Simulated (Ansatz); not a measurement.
Cl2H7NSi3, SMILES `[SiH3]N([SiH2]Cl)[SiH2]Cl`, relaxed with RKS PBE0-D4/def2-TZVP in the Gaussian-basis code of Ansatz from a GFN2-xTB geometry. The force threshold is 0.005 eV/Å; the program also tests the step.

The species carries charge 0 and has multiplicity 1.

Start:

```xyz
13

Si   -1.248   -1.037   -0.704
N    -0.013   -0.014    0.025
Si    1.017    0.983   -0.962
Cl    0.469    0.686   -2.867
Si    0.155   -0.022    1.753
Cl    1.632    1.239    2.232
H    -2.198   -0.180   -1.405
H    -0.589   -1.994   -1.587
H    -1.889   -1.719    0.418
H     2.405    0.556   -0.826
H     0.798    2.391   -0.651
H     0.536   -1.356    2.204
H    -1.075    0.466    2.368
```

(1) How much energy does the relaxation release, and in how many steps? (An estimate is asked.)

(2) Which bonds change most? (Estimate.)

(3) Give the relaxed structure. (Estimate.)

Results:

(1) Ansatz gave: 0.15 eV, in 5 steps.

(2) The calculation gave: Si5–Cl6 from 2.001 to 2.060 Å; Si3–Cl4 from 2.004 to 2.061 Å; Si1–H9 from 1.461 to 1.492 Å; Si1–H8 from 1.460 to 1.482 Å.

(3) The calculation gave: 
```xyz
13

Si   -1.227   -1.020   -0.686
N     0.010    0.009   -0.003
Si    1.045    1.010   -0.958
Cl    0.493    0.710   -2.922
Si    0.125   -0.048    1.717
Cl    1.638    1.234    2.273
H    -2.267   -0.245   -1.403
H    -0.661   -2.062   -1.573
H    -1.847   -1.678    0.500
H     2.466    0.621   -0.846
H     0.858    2.448   -0.674
H     0.486   -1.399    2.203
H    -1.118    0.421    2.371
```
